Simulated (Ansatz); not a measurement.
Geometry optimisation, Ansatz, DFT r2SCAN, scalar-relativistic, plane waves, PAW.

The input (input.yaml):

```yaml
accuracy: low
crystal:
  lattice:
    - [6.796884, 0.0, 0.0]
    - [0.0, 6.796884, 0.0]
    - [0.0, 0.0, 6.796884]
  atoms:
    - { symbol: O, position: [0.2121801, 0.4247712, 0.8001391] }
    - { symbol: H, position: [0.2580405, 0.3805485, 0.6726722] }
    - { symbol: H, position: [0.1468981, 0.3105181, 0.8548302] }
    - { symbol: O, position: [0.3671988, 0.684084, 1.0392992] }
    - { symbol: H, position: [0.3527621, 0.7311694, 0.9055788] }
    - { symbol: H, position: [0.3943368, 0.5450146, 1.0241381] }
    - { symbol: O, position: [0.1709135, 0.9998938, 0.6695037] }
    - { symbol: H, position: [0.2223291, 0.8846035, 0.6033887] }
    - { symbol: H, position: [0.2867893, 1.064, 0.7221329] }
    - { symbol: O, position: [0.3465993, 0.0049646, 0.3411053] }
    - { symbol: H, position: [0.2422016, 0.0883742, 0.3906087] }
    - { symbol: H, position: [0.3060474, -0.0256766, 0.2079765] }
    - { symbol: O, position: [0.6724516, 0.7731279, 0.8434935] }
    - { symbol: H, position: [0.6717959, 0.8753217, 0.7441827] }
    - { symbol: H, position: [0.6962178, 0.6535362, 0.7697399] }
    - { symbol: O, position: [0.8133247, 0.2522742, 0.9202434] }
    - { symbol: H, position: [0.7190029, 0.3566949, 0.8977413] }
    - { symbol: H, position: [0.7972872, 0.1664693, 0.807607] }
    - { symbol: O, position: [0.7572526, 0.6833835, 0.256047] }
    - { symbol: H, position: [0.8408783, 0.7725075, 0.1827649] }
    - { symbol: H, position: [0.7062569, 0.5946094, 0.1569247] }
    - { symbol: O, position: [0.2185761, 0.5666684, 0.3958742] }
    - { symbol: H, position: [0.1774078, 0.7028742, 0.3881432] }
    - { symbol: H, position: [0.3391379, 0.5627348, 0.320006] }
    - { symbol: S, position: [0.6924113, 0.2448086, 0.3532454] }
    - { symbol: O, position: [0.9037213, 0.2891608, 0.3774251] }
    - { symbol: O, position: [0.5435555, 0.3854941, 0.4257245] }
basis:
  ecutwfc: 500.0
kpoints:
  mp_grid: { grid: [1, 1, 1] }
hamiltonian:
  xc: r2scan
scf:
  occupations: { method: fermi_dirac, width: 0.05 }
  lower_state_search: "off"
relax:
  f_tol: 0.3
  max_steps: 15
  adjacent_minimum: "off"
```

Run as:

```bash
$ ansatz run input.yaml --threads 1 --pin off --max-ram 3072MiB --backend cpu --events-out ev --progress --plain --runs-dir out
```

Task: Where does it end, and by what steps?

Result: The forces met the threshold. The threshold is loose, so the end isn't yet a minimum. Limits of this set-up: coarse k mesh, low accuracy level. After 14 steps the energy has fallen by 3.776 eV; O13 moved furthest, 1.45 Å.

```
step  energy less start (eV)  largest force component (eV/Å)  accepted
   0                  0.0000                           2.390       yes
   1                 -0.8568                           2.900       yes
   2                 -1.5610                           2.568       yes
   3                 -2.2032                           1.878       yes
   4                 -2.6343                           2.227       yes
   5                 -2.9325                           1.579       yes
   6                 -3.1370                           1.092       yes
   7                 -3.2490                           1.746       yes
   8                 -3.3936                           1.195       yes
   9                 -3.4843                           1.222       yes
  10                 -3.5624                           0.748       yes
  11                 -3.5719                           1.309       yes
  12                 -3.6681                           0.582       yes
  13                 -3.7304                           0.441       yes
  14                 -3.7762                           0.141       yes
```

```xyz
27
Lattice="6.7969 0.0000 0.0000 0.0000 6.7969 0.0000 0.0000 0.0000 6.7969" Properties=species:S:1:pos:R:3
O 1.404 2.684 5.673
H 1.277 3.178 4.848
H 0.522 2.294 5.861
O 2.528 4.643 7.389
H 2.238 5.333 6.751
H 2.201 3.831 6.946
O 1.324 6.366 5.566
H 1.308 5.914 4.703
H 1.659 7.257 5.401
O 2.863 0.171 2.546
H 2.032 0.663 2.585
H 2.699 -0.534 1.906
O 4.740 5.649 4.351
H 4.027 6.096 3.867
H 4.597 4.712 4.166
O 5.780 1.401 6.040
H 5.213 1.715 5.322
H 6.021 0.502 5.774
O 5.328 4.361 1.224
H 5.815 4.521 0.407
H 4.388 4.467 0.976
O 0.918 4.565 3.338
H 0.015 4.751 3.040
H 1.424 4.473 2.516
S 5.402 1.918 2.253
O 6.799 1.553 2.303
O 4.859 2.481 3.477
```

Whether the end is a true minimum wasn't checked by a vibrational analysis.

The run took 3.5 min on 1 thread of Arm Neoverse V2 (shared host), peak memory 0.59 GiB.
